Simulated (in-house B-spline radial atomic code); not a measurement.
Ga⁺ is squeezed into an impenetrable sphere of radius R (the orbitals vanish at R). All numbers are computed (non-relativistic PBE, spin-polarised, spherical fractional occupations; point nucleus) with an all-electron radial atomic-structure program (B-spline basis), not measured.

Energies in eV above the free ion in [Ar] 3d10 4s2:

| R (bohr) | highest level (eV) | [Ar] 3d10 4s2 | [Ar] 3d9 4s2 4f1 | [Ne] 3s2 3p5 3d10 4s2 4d1 | -dE/dV in [Ar] 3d10 4s2 (GPa) |
| --- | --- | --- | --- | --- | --- |
| 8.66 | -16 | 0.0007337 | 35.78 | 109.6 | 0.00163 |
| 6.48 | -16 | 0.04379 | 38.98 | 110.6 | 0.162 |
| 5.26 | -15.6 | 0.3746 | 43.36 | 112.7 | 2 |
| 4.08 | -13.6 | 2.733 | 53.84 | 119.6 | 23.6 |
| 3.76 | -12.3 | 4.676 | 59.47 | 124 | 48 |
| 3.14 | -6.88 | 13.61 | 79.06 | 140.9 | 211 |
| 2.43 | 12.2 | 51.79 | 140.1 | 200.8 | 1530 |
| 2.34 | 16.9 | 62.3 | 154.9 | 216 | 2040 |
| 1.64 | 115 | 324.8 | 472.9 | 557 | 28300 |
| 1.53 | 153 | 441.9 | 604.8 | 699.7 | 46700 |

Question: Does [Ar] 3d9 4s2 4f1 fall below [Ar] 3d10 4s2 under compression?

Answer: No, it stays above over the whole range.

Question: Does [Ne] 3s2 3p5 3d10 4s2 4d1 fall below [Ar] 3d10 4s2 under compression?

Answer: No, it stays above over the whole range.

The highest level is first positive in the row R = 2.43 bohr, pushed up by confinement above the zero of the free ion's potential. Each configuration is held fixed and needn't be the lowest in the sphere.
